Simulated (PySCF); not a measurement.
Computed Raman spectrum (relative Raman activity) of a molecule C5H5BO. Geometry: B3LYP-D3(BJ)/def2-SVP. The values are those of a single conformer. The numbers are results of B3LYP-D3(BJ)/def2-SVP in PySCF, not measurements. Harmonic, unscaled wavenumbers; measured fundamentals usually lie a few per cent lower.

```csv
ν (cm⁻¹),relative intensity
117,4.1
166,2.2
312,4.3
511,3.3
629,2.8
1390,11
1472,19
2170,100
2180,50
3028,62
3119,40
3125,19
3459,14
3461,14
```

### Question
Which structure fits?
A. C#CB1C=CCO1
B. C#CB(C#C)OC
C. C=C=CB1C=CO1
D. C#C[C@H]1C=CB1O

### Answer
B, C#CB(C#C)OC
